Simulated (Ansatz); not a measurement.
**C2HBeO: where a starting geometry ends**

The starting geometry of this gas-phase doublet was optimised with GFN2-xTB.

```xyz
5

C    -3.2133   -0.0207    1.7696
C    -2.4933   -1.0428    1.9952
Be   -3.7729   -1.5830    0.9307
O    -4.1114    0.6073    1.3050
H    -1.6187   -1.2031    2.5761
```

Task: Where would you expect an optimisation with BLYP-D3(BJ)/def2-SVP to take it?

Result: A bond breaks, leaving `[Be][CH]=C=O`. Contacts that open: C1–Be3 (1.86 → 2.63 Å).

The energy falls by 0.89 eV over 11 steps:

| step | E − E(last) (eV) |
| --- | --- |
| 1 | 0.887 |
| 2 | 0.746 |
| 3 | 0.595 |
| 4 | 0.465 |
| 5 | 0.241 |
| 7 | 0.010 |
| 8 | 0.000 |
| 9 | 0.000 |
| 10 | 0.000 |
| 11 | 0.000 |

Final geometry (Å):

```yaml
atoms:
  - { symbol: C, position_ang: [-3.3327, 0.1496, 1.7323] }
  - { symbol: C, position_ang: [-2.7650, -1.0493, 1.8015] }
  - { symbol: Be, position_ang: [-3.3610, -2.3761, 0.9914] }
  - { symbol: O, position_ang: [-3.8902, 1.1798, 1.6223] }
  - { symbol: H, position_ang: [-1.8607, -1.1462, 2.4290] }
```

No frequencies were run, so the end isn't proven a minimum. Open shells are spin-unrestricted. Run with Ansatz 0.2.0, 79 s on 1 thread of AMD EPYC (Zen 3), with other jobs on the host.
